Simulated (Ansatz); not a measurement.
Input and output for C2H5GeN (`N=[C]1[CH2][GeH2]1`).

```yaml
crystal:
  periodic: [false, false, false]
  atoms:
    - {symbol: N, position_ang: [-1.025438, 0.912730, -1.545791]}
    - {symbol: C, position_ang: [-0.430316, 0.284138, -0.590174]}
    - {symbol: C, position_ang: [0.881861, 0.327424, 0.210060]}
    - {symbol: Ge, position_ang: [-0.428884, -1.025021, 0.821750]}
    - {symbol: H, position_ang: [-0.424381, 1.571428, -1.966077]}
    - {symbol: H, position_ang: [1.763275, -0.059603, -0.330423]}
    - {symbol: H, position_ang: [1.109741, 1.167353, 0.783475]}
    - {symbol: H, position_ang: [-0.181529, -2.504091, 0.464695]}
    - {symbol: H, position_ang: [-1.137938, -0.764907, 2.164051]}
basis:
  gaussian: {orbitals: def2-TZVP}
hamiltonian: {xc: {name: BLYP}, dispersion: d3bj}
accuracy: high
```

```sh
$ ansatz run in.yaml --threads 2 --pin off --events-out ev --progress --plain --max-ram 4352MiB
```

It prints (some lines left out):

```
Functional definition: BLYP
3043 factors; integrals over basis functions are off by at most 4.4e-9 eV
mean field evaluation 1: about -60146.2065 eV, gradient 8.7e1 eV
mean field evaluation 2: about -60020.4627 eV, gradient 2.0e2 eV
mean field evaluation 4: about -60160.3310 eV, gradient 3.2e1 eV
mean field evaluation 8: about -60162.5696 eV, gradient 3.8e-1 eV
mean field evaluation 16: about -60162.5704 eV, gradient 2.3e-4 eV
mean field -60162.57042241 eV, -2210.9336833687 hartree, gradient 9.1e-8 eV, S^2 0.000000; 0 other end points of the search recorded, 0 dependent functions left out
reference -60162.57048118 eV, -2210.9336855284 hartree; 28, 28 occupied and 143, 143 virtual orbitals, 3043 factors
Total energy: -60162.95261773 eV, -2210.9477287875 hartree
```

Hardware: 2 threads of an AMD EPYC 7B13 on a shared host. Wall time 8 s, peak host memory 0.68 GiB.
